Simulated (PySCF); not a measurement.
# Electron correlation in Zn²⁺ (zinc, charge +2)

[Ar] 3d9 4s1, high-spin 3D determinant (an excited configuration). All numbers are calculated (PySCF 2.14, scalar relativity through the core potential, in aug-cc-pVTZ-PP with ECP10MDF (6s6p5d3f2g, 88 functions)). Frozen: 3s2 3p6; 10 electrons correlated.

```tsv
level	correlation energy (mhartree)
CCSD	-352.36
(T)	-7.63
CCSD(T)	-359.99
```

Diagnostics: T1 = 0.0073, D1 = 0.0219, largest double amplitude 0.015.

Cost of the coupled-cluster step: of the order of 29 core-seconds, for 10 correlated electrons.
